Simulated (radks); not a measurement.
Results of a calculation; reference values are marked as such.
Successive ionisation energies (eV) of one element, from differences of total energies of ions in their ground configurations, starting at charge 0: 5.538, 11.311, 25.260, 43.440, 63.909, 91.575, 98.407, 118.57, 133.94, 149.44, 172.33, 200.06, 229.22, 256.15, 277.36, 307.02, 476.12, 510.85, 546.13, 581.91, 618.12, 664.71. Code: a radial shooting solver on a logarithmic mesh with Libxc functionals. Model: scalar-relativistic Kohn-Sham, PBEsol, spin-polarised, spherical densities, finite nucleus; open shells are filled with parallel spins first (spin-orbit coupling, left out, can overturn this in heavy ions); Fermi nuclear charge, rms radius 5.0819 fm. Which element is it?

Answer. Samarium (Z = 62). The first species listed is Sm in [Xe] 4f6 6s2, the last Sm21+ in [Kr] 4d5.
